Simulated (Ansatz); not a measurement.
`N#C[Si](F)(F)Cl` + H₂S → `F[Si](F)(S)Cl` + `C#N` at 700 K and 1 bar (ligand exchange at the Si–C bond).

Calculated with Ansatz (gas phase, PBE0-D4/def2-TZVP geometries, no zero-point term in ΔE). CCSD(T)/CBS adds triple-zeta CCSD(T) − MP2 to the extrapolated MP2 energy (def2 sets, frozen cores). This one scheme is used for every species. Each species was taken in one conformer, which may not be the lowest.

| species | CCSD(T)/CBS energy (Eh) | H − E (kJ/mol) | S (J/(mol·K)) |
| --- | --- | --- | --- |
| `N#C[Si](F)(F)Cl` | -1041.37860 | 108.0 | 436.3 |
| H₂S | -398.97279 | 64.8 | 236.9 |
| `F[Si](F)(S)Cl` | -1347.04322 | 110.2 | 434.2 |
| `C#N` | -93.32098 | 68.7 | 235.2 |

H − E and S are ideal-gas, rigid-rotor, harmonic terms from PBE0-D4/def2-TZVP, for one conformer and one mirror image of each species. 1 Eh = 2625.50 kJ/mol, R = 8.31446 J/(mol·K).

Task: By hand: ΔE, ΔH, ΔS and ΔG.

Result: ΔE = (-1347.04322) + (-93.32098) − (-1041.37860) − (-398.97279) = -0.01281 Eh = -33.6 kJ/mol. Δ(H − E) = 110.2 + 68.7 − 108.0 − 64.8 = 6.1, so ΔH = -27.5 kJ/mol. ΔS = 434.2 + 235.2 − 436.3 − 236.9 = -3.8 J/(mol·K). ΔG = -27.5 − 700 × (-3.8)/1000 = -24.8 kJ/mol.

Task: By hand: the equilibrium constant, and the temperature at which ΔG would vanish if ΔH and ΔS stayed fixed.

Result: log₁₀ K = −ΔG/(RT ln 10) = 1.9. ΔG = 0 at ΔH/ΔS = 7237 K, far beyond where these terms or the molecules hold.

The number of gas molecules stays the same, so ΔS is small and ΔH decides. A doubt of 5 kJ/mol in ΔE shifts log₁₀ K by 0.4 here. Other conformers and mirror images would add mixing entropy, several J/(mol·K) or more a flexible species. These are equilibria of isolated gas molecules and say nothing of rates. Largest T1 diagnostic: 0.014 (customary marks: 0.02 for closed shells, 0.045 for open ones).
